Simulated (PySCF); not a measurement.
## VNCl2: from structure and modes to constants

All numbers come from PBE/[V def2-TZVP, N def2-TZVP, Cl def2-TZVP], no relativity, density fitting, PySCF.

The singlet minimum has Cs symmetry. Masses (u): V 50.94396, N 14.00307, Cl 34.96885.

```xyz
4
charge 0 multiplicity 1, angstrom
V     0.0102   -0.4272    0.0000
N     1.3276   -1.2205    0.0000
Cl   -0.2700    0.5603   -1.9236
Cl   -0.2700    0.5603    1.9236
```

Harmonic wavenumbers (cm⁻¹): 75.2 (a', ×1), 171.4 (a', ×1), 262.2 (a'', ×1), 396.6 (a', ×1), 502.3 (a'', ×1), 1143.5 (a', ×1).

Q: Find the vibrational entropy and heat capacity at 298.15 K.

A: With u = 1.43878 ω/T, each mode gives S = R[u/(eᵘ−1) − ln(1−e⁻ᵘ)] and C = R u² eᵘ/(eᵘ−1)².
```json
{"ω (cm⁻¹)": "75.2", "u": "0.363", "S (J/(mol K))": "16.79", "C (J/(mol K))": "8.22"}
{"ω (cm⁻¹)": "171.4", "u": "0.827", "S (J/(mol K))": "10.13", "C (J/(mol K))": "7.86"}
{"ω (cm⁻¹)": "262.2", "u": "1.265", "S (J/(mol K))": "6.89", "C (J/(mol K))": "7.29"}
{"ω (cm⁻¹)": "396.6", "u": "1.914", "S (J/(mol K))": "4.08", "C (J/(mol K))": "6.18"}
{"ω (cm⁻¹)": "502.3", "u": "2.424", "S (J/(mol K))": "2.73", "C (J/(mol K))": "5.21"}
{"ω (cm⁻¹)": "1143.5", "u": "5.518", "S (J/(mol K))": "0.22", "C (J/(mol K))": "1.02"}
```
The sums over all modes are S = 40.8 and C = 35.8 J/(mol K); the softest mode gives 41 % of the entropy.

Q: Give the standard entropy (298.15 K, 1 bar) by its translational, rotational, vibrational and spin parts, and Cp.

A: Sackur–Tetrode with M = 134.88 u gives 170.0; rotation with symmetry number 1 gives 114.2; vibration 40.8; spin R ln 1 = 0.0. The total is 325.1 J/(mol K), and Cp = 4 R + 35.8 = 69.0 J/(mol K).

This need not be the most stable arrangement of these atoms.
